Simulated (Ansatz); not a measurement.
Species: C3H9Ga, SMILES `[CH3][Ga]([CH3])[CH3]` (charge 0, multiplicity 1).

Task: Give a relaxed geometry from B3LYP-D3(BJ)/def2-TZVP in Ansatz (a quantum-chemistry and plane-wave program).

Result: the end point of this relaxation (outside a Z-matrix the atoms follow the SMILES, hydrogens last).
Z-matrix (Å, degrees):
```
Ga
C 1 1.9882
H 2 1.0907 1 111.95
H 2 1.0909 3 109.11 1 124.28
H 2 1.0942 3 107.46 4 116.09
C 1 1.9889 2 120.64 3 153.90
H 6 1.0899 1 112.64 2 -1.75
H 6 1.0929 7 108.53 1 122.18
H 6 1.0929 7 108.51 8 115.73
C 1 1.9891 2 119.98 3 -26.16
H 10 1.0908 1 111.96 2 -151.41
H 10 1.0908 11 109.07 1 -124.29
H 10 1.0942 11 107.41 12 -116.05
```
